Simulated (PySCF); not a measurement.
Compound: C4H14Si4.
Atom-mapped SMILES: `[CH:1]#[C:2][C@H:3]([CH3:4])[SiH2:5][SiH2:6][SiH2:7][SiH3:8]` (hydrogens: H9 on C1; H10 on C3; H11, H12, H13 on C4; H14, H15 on Si5; H16, H17 on Si6; H18, H19 on Si7; H20, H21, H22 on Si8)

Torsions of this conformer, `[CH:1]#[C:2][C@H:3]([CH3:4])[SiH2:5][SiH2:6][SiH2:7][SiH3:8]`: C2–C3–Si5–Si6 -57°, C3–Si5–Si6–Si7 63°, Si5–Si6–Si7–Si8 48°.

The closed-shell ground state was solved at several levels (PySCF, density fitting, gas phase, non-relativistic). One conformer (not necessarily the lowest) at the PBE0-D3(BJ)/def2-SVP geometry, without solvent, vibrations or thermal averaging.

| level | basis functions | total energy (Eh) | HOMO (eV) | LUMO (eV) | gap (eV) | dipole (D) |
| --- | --- | --- | --- | --- | --- | --- |
| wB97X-D/def2-SVPD | 288 | -1318.2107 | -9.27 | 1.38 | 10.65 | 1.09 |
| PBE0/pcSseg-1 | 234 | -1317.9956 | -7.49 | -0.31 | 7.18 | 1.06 |

(1) Estimate the row for mPW1PW91/pcSseg-1, a basis of 234 functions; the other rows only guide the guess.

(2) Over all these levels, which gives the widest orbital gap and which the narrowest?

(3) How far do the dipole and the HOMO energy spread over the levels?

Answers

(1) Total energy -1318.6940 Eh, HOMO -7.51 eV, LUMO -0.30 eV, gap 7.21 eV, dipole 1.05 D.

(2) wB97X-D/def2-SVPD (range-separated hybrid) has the widest, 10.65 eV, and PBE0/pcSseg-1 (global hybrid, 25 % exact exchange) the narrowest, 7.18 eV. Functional and basis both differ between the two, so the spread mixes both effects.

(3) The dipole runs from 1.05 to 1.09 D (mean 1.07 D) and the HOMO from -9.27 to -7.49 eV.

The pairwise dispersion term of wB97X-D wasn't added to the energies; at a given geometry it leaves orbitals and properties as they are.
